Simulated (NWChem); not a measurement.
## Atomisation of CH6N2Si2

```
Si
N 1 1.7347
H 2 1.0208 1 122.92
H 2 1.0211 3 112.20 1 160.06
H 1 1.5103 2 104.67 3 168.99
C 1 1.9439 5 108.92 2 -134.53
N 6 1.2980 1 108.54 5 -99.68
H 6 1.1184 7 119.84 1 -175.31
Si 7 1.8264 6 103.72 8 173.22
H 9 1.5074 7 108.80 6 -106.75
H 9 1.5094 10 107.23 7 123.84
```
Charge 0, spin multiplicity 1.

The numbers come from NWChem runs, not from measurements. The geometry was optimised at PBE/def2-SVP, a minimum by its harmonic frequencies. It is one conformer; others weren't searched.

Basis set: def2-SVP. The atomisation energy is electronic alone: no zero-point, thermal, spin-orbit or counterpoise terms. No value is extrapolated to the basis-set limit. Free atoms are single determinants with multiplicities N 4, Si 3, C 3, H 2. Correlated methods freeze the same cores in atoms and molecule, 13 orbitals in all.

B3LYP has NWChem's definition, with VWN1-RPA local correlation. The structure started from a generated list of species. No SCF solution was tested for a lower state. Open-shell Hartree-Fock references start from PBE0 orbitals.

### Question
Order these methods by the atomisation energy they give, lowest first: HF, MP2, B3LYP, PBE0.

### Answer
HF (620.5 kcal/mol), MP2 (854.3 kcal/mol), B3LYP (908.0 kcal/mol), PBE0 (910.6 kcal/mol)
